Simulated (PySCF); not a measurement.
CH3S (SMILES [CH2-]S), charge -1, singlet, geometry from GFN2-xTB (in this run its highest filled SCF level lies above zero, so its values depend strongly on the basis, on diffuse functions most of all); PBE/def2-SVP in PySCF.

The PySCF input:
```python
from pyscf import gto, scf, dft

mol = gto.M(
    atom='''
C    -0.183104    1.161382    0.015056
S    -0.047967   -0.563722   -0.011490
H     1.296026   -1.143098    0.019279
H     0.257558    1.581188    0.936323
H     0.312515    1.613166   -0.862102
''',
    basis='def2-svp',
    charge=-1,
    spin=0,
    verbose=4,
)

mf = dft.RKS(mol)
mf.xc = 'pbe'
mf.kernel()
```

It wrote (shortened):

```
PySCF version 2.14.0

[INPUT] verbose = 4
[INPUT] num. atoms = 5
[INPUT] num. electrons = 26
[INPUT] charge = -1
[INPUT] spin (= nelec alpha-beta = 2S) = 0
[INPUT] symmetry False subgroup None
[INPUT] Mole.unit = angstrom
[INPUT] Symbol           X                Y                Z      unit          X                Y                Z       unit  Magmom
[INPUT]  1 C     -0.183104000000   1.161382000000   0.015056000000 AA   -0.346016412312   2.194693906000   0.028451716531 Bohr   0.0
[INPUT]  2 S     -0.047967000000  -0.563722000000  -0.011490000000 AA   -0.090644493017  -1.065280190392  -0.021712953171 Bohr   0.0
[INPUT]  3 H      1.296026000000  -1.143098000000   0.019279000000 AA    2.449134190316  -2.160142153538   0.036432029955 Bohr   0.0
[INPUT]  4 H      0.257558000000   1.581188000000   0.936323000000 AA    0.486714081191   2.988012271449   1.769394034131 Bohr   0.0
[INPUT]  5 H      0.312515000000   1.613166000000  -0.862102000000 AA    0.590567759818   3.048441933460  -1.629136671440 Bohr   0.0

nuclear repulsion = 49.85017934522
number of shells = 23
number of NR pGTOs = 81
number of NR cGTOs = 47
basis = def2-svp
ecp = {}

******** <class 'pyscf.dft.rks.RKS'> ********
method = RKS
initial guess = minao
damping factor = 0
level_shift factor = 0
DIIS = <class 'pyscf.scf.diis.CDIIS'>
diis_start_cycle = 1
diis_space = 8
diis_damp = 0
SCF conv_tol = 1e-09
SCF conv_tol_grad = None
SCF max_cycles = 50
direct_scf = True
direct_scf_tol = 1e-13
XC library pyscf.dft.libxc version 7.1.2
    S. Lehtola, C. Steigemann, M. J. T. Oliveira, and M. A. L. Marques,  SoftwareX 7, 1–5 (2018)
XC functionals = pbe
    J. P. Perdew, K. Burke, and M. Ernzerhof,  Phys. Rev. Lett. 77, 3865 (1996)
    J. P. Perdew, K. Burke, and M. Ernzerhof,  Phys. Rev. Lett. 78, 1396 (1997)
    J. P. Perdew, K. Burke, and M. Ernzerhof,  Phys. Rev. Lett. 77, 3865 (1996)
    J. P. Perdew, K. Burke, and M. Ernzerhof,  Phys. Rev. Lett. 78, 1396 (1997)
radial grids:
    Treutler-Ahlrichs [JCP 102, 346 (1995); DOI:10.1063/1.469408] (M4) radial grids

becke partition: Becke, JCP 88, 2547 (1988); DOI:10.1063/1.454033
pruning grids: <function nwchem_prune>
grids dens level: 3
symmetrized grids: False
atomic radii adjust function: <function treutler_atomic_radii_adjust>
small_rho_cutoff = 0
Set gradient conv threshold to 3.16228e-05
Initial guess from minao.
tot grids = 62424
init E= -437.610906993706
  HOMO = -0.236549471635183  LUMO = -0.035410045017497  gap/eV = 5.47328
cycle= 1 E= -437.535728815808  delta_E= 0.0752  |g|= 0.578  |ddm|= 2.24
  HOMO = 0.196545317590294  LUMO = 0.290815902086828  gap/eV = 2.56523
cycle= 2 E= -436.835844264453  delta_E=  0.7  |g|= 1.41  |ddm|= 5.12
  HOMO = 0.0950285675102078  LUMO = 0.254271730646435  gap/eV = 4.33323
cycle= 3 E= -437.620913286086  delta_E= -0.785  |g|= 0.272  |ddm|= 4.65
  HOMO = 0.0879801789770078  LUMO = 0.22248808876848  gap/eV = 3.66015
cycle= 4 E= -437.647255078713  delta_E= -0.0263  |g|= 0.0609  |ddm|= 0.707
  HOMO = 0.0905089348161452  LUMO = 0.222884066546255  gap/eV = 3.60211
cycle= 5 E= -437.648199112865  delta_E= -0.000944  |g|= 0.0211  |ddm|= 0.132
  HOMO = 0.0906930408625852  LUMO = 0.224533258664561  gap/eV = 3.64198
cycle= 6 E= -437.648397716269  delta_E= -0.000199  |g|= 0.00343  |ddm|= 0.0575
  HOMO = 0.0903792960424301  LUMO = 0.224369818300056  gap/eV = 3.64607
cycle= 7 E= -437.648401123537  delta_E= -3.41e-06  |g|= 0.00078  |ddm|= 0.00493
  HOMO = 0.0903422230007909  LUMO = 0.224383464059964  gap/eV = 3.64745
cycle= 8 E= -437.648401333051  delta_E= -2.1e-07  |g|= 0.000146  |ddm|= 0.00183
  HOMO = 0.0903352597067077  LUMO = 0.224370643165035  gap/eV = 3.64729
cycle= 9 E= -437.648401339492  delta_E= -6.44e-09  |g|= 4.04e-05  |ddm|= 0.000315
  HOMO = 0.0903304656657973  LUMO = 0.224370373289095  gap/eV = 3.64741
cycle= 10 E= -437.648401340147  delta_E= -6.55e-10  |g|= 7.5e-06  |ddm|= 0.000119
  HOMO = 0.0903319966879863  LUMO = 0.224371242497432  gap/eV = 3.64739
Extra cycle  E= -437.648401340141  delta_E= 5.8e-12  |g|= 8.07e-06  |ddm|= 3.34e-05
converged SCF energy = -437.648401340141
```
